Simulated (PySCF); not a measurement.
BI$_{3}$, triplet, at a GFN2-xTB geometry (a higher spin typed on purpose: for a closed-shell molecule this is an excited state) (all electrons, no relativity) (in this run its highest filled SCF level lies above zero, so its values depend strongly on the basis, on diffuse functions most of all); SVWN5/STO-3G in PySCF.

PySCF was given this input:
```python
from pyscf import gto, scf, dft

mol = gto.M(
    atom='''
B    -0.00000000   -0.00000000    0.00000000
I     2.06079460   -0.36066386   -0.61755843
I    -0.76527340   -0.90866053    1.82948732
I    -1.29552119    1.26932438   -1.21192889
''',
    basis='sto-3g',
    spin=2,
    verbose=4,
)

mf = dft.UKS(mol)
mf.xc = 'lda,vwn'
mf.kernel()
```

Task: Predict the main parts of the log of this PySCF run.

Result: 
```
PySCF version 2.14.0

[INPUT] verbose = 4
[INPUT] num. atoms = 4
[INPUT] num. electrons = 164
[INPUT] charge = 0
[INPUT] spin (= nelec alpha-beta = 2S) = 2
[INPUT] symmetry False subgroup None
[INPUT] Mole.unit = angstrom
[INPUT] Symbol           X                Y                Z      unit          X                Y                Z       unit  Magmom
[INPUT]  1 B      0.000000000000   0.000000000000   0.000000000000 AA    0.000000000000   0.000000000000   0.000000000000 Bohr   0.0
[INPUT]  2 I      2.060794600000  -0.360663860000  -0.617558430000 AA    3.894337392983  -0.681555918428  -1.167016298616 Bohr   0.0
[INPUT]  3 I     -0.765273400000  -0.908660530000   1.829487320000 AA   -1.446157136415  -1.717119541902   3.457229983165 Bohr   0.0
[INPUT]  4 I     -1.295521190000   1.269324380000  -1.211928890000 AA   -2.448180237671   2.398675441433  -2.290213684548 Bohr   0.0

nuclear repulsion = 1373.14249066526
number of shells = 36
number of NR pGTOs = 258
number of NR cGTOs = 86
basis = sto-3g
ecp = {}

******** <class 'pyscf.dft.uks.UKS'> ********
method = UKS
initial guess = minao
damping factor = 0
level_shift factor = 0
DIIS = <class 'pyscf.scf.diis.CDIIS'>
diis_start_cycle = 1
diis_space = 8
diis_damp = 0
SCF conv_tol = 1e-09
SCF conv_tol_grad = None
SCF max_cycles = 50
direct_scf = True
direct_scf_tol = 1e-13
number electrons alpha = 83  beta = 81
XC library pyscf.dft.libxc version 7.1.2
    S. Lehtola, C. Steigemann, M. J. T. Oliveira, and M. A. L. Marques,  SoftwareX 7, 1–5 (2018)
XC functionals = lda,vwn
    P. A. M. Dirac,  Math. Proc. Cambridge Philos. Soc. 26, 376 (1930)
    F. Bloch,  Z. Phys. 57, 545 (1929)
    S. H. Vosko, L. Wilk, and M. Nusair,  Can. J. Phys. 58, 1200 (1980)
radial grids:
    Treutler-Ahlrichs [JCP 102, 346 (1995); DOI:10.1063/1.469408] (M4) radial grids

becke partition: Becke, JCP 88, 2547 (1988); DOI:10.1063/1.454033
pruning grids: <function nwchem_prune>
grids dens level: 3
symmetrized grids: False
atomic radii adjust function: <function treutler_atomic_radii_adjust>
small_rho_cutoff = 0
Set gradient conv threshold to 3.16228e-05
tot grids = 79920
init E= -20500.1708898923

cycle= 1 E= -20564.3776506597  delta_E= -64.2  |g|= 0.127  |ddm|=  2.5

cycle= 2 E= -20564.3838743791  delta_E= -0.00622  |g|= 0.0181  |ddm|= 0.217

cycle= 3 E= -20564.3835938878  delta_E= 0.00028  |g|= 0.0269  |ddm|= 0.0944

cycle= 4 E= -20564.3841909873  delta_E= -0.000597  |g|= 0.00353  |ddm|= 0.0607

cycle= 5 E= -20564.3836316139  delta_E= 0.000559  |g|= 0.0144  |ddm|= 0.13

cycle= 6 E= -20564.3842226171  delta_E= -0.000591  |g|= 0.000984  |ddm|= 0.108

cycle= 7 E= -20564.3842111523  delta_E= 1.15e-05  |g|= 0.00224  |ddm|= 0.0229

cycle= 8 E= -20564.3842253178  delta_E= -1.42e-05  |g|= 1.93e-05  |ddm|= 0.0164

cycle= 9 E= -20564.3842253189  delta_E= -1.08e-09  |g|= 1.3e-06  |ddm|= 0.000155

cycle= 10 E= -20564.3842253189  delta_E= 1.46e-11  |g|= 2.94e-08  |ddm|= 1.04e-05

Extra cycle  E= -20564.3842253189  delta_E=    0  |g|= 1.22e-07  |ddm|= 2.7e-06
converged SCF energy = -20564.3842253189  <S^2> = 2.0042618  2S+1 = 3.0028399
```
